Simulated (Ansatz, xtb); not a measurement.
**Ranking isomers of C4H6FNO**

6 gas-phase structures of C4H6FNO, from a drawn sample of its isomers (lower ones may exist). Each was relaxed with GFN2-xTB; where two conformers were screened, the lower at r2SCAN-D4/def2-SVP is listed:

A. `C=C(F)C(=O)NC`, a singlet
B. `O=C1C[C@H](F)CN1`, a singlet
C. `C/C(=C\F)C(N)=O`, a singlet
D. `FCC1=NCOC1`, a singlet
E. `CC(=O)N/C=C/F`, a singlet
F. `C/C(F)=C/C(N)=O`, a singlet

Estimate their order in r2SCAN-D4/def2-SVP energy at these geometries, lowest first.

Calculated order at r2SCAN-D4/def2-SVP: B (0.0), F (30.2), C (44.7), A (66.5), E (79.2), D (156.2) kJ/mol.

Energies above the lowest of each column, in kJ/mol; the last columns are at B3LYP/def2-SVP geometries and were run for some of them only (a dash: not run or not comparable):

```csv
structure,GFN2-xTB,HF/STO-3G,r2SCAN-D4/def2-SVP,B3LYP/def2-SVP,CCSD(T)/def2-SVP + ΔMP2/def2-TZVPP
B,0.0,0.0,0.0,0.0,0.0
F,106.5,162.3,30.2,24.5,34.6
C,112.6,172.6,44.7,41.1,47.9
A,118.4,181.7,66.5,57.4,–
E,98.2,169.8,79.2,66.7,–
D,106.3,60.9,156.2,–,–
```

Every level run on B puts it lowest or level with the lowest. Flexible structures stand in one conformer each, not always the lowest. Frequencies (GFN2-xTB) were run for B, C, F alone. ΔMP2 is the change of the MP2 energy from the smaller to the larger basis.

Over these structures GFN2-xTB departs from r2SCAN-D4/def2-SVP by 37.8 kJ/mol on average once a common shift is removed. A GFN2-xTB relaxation took about 0.066 s and the r2SCAN-D4/def2-SVP energy about 2.1 s on a shared host (Ansatz 0.2.0, xtb 6.7.1).
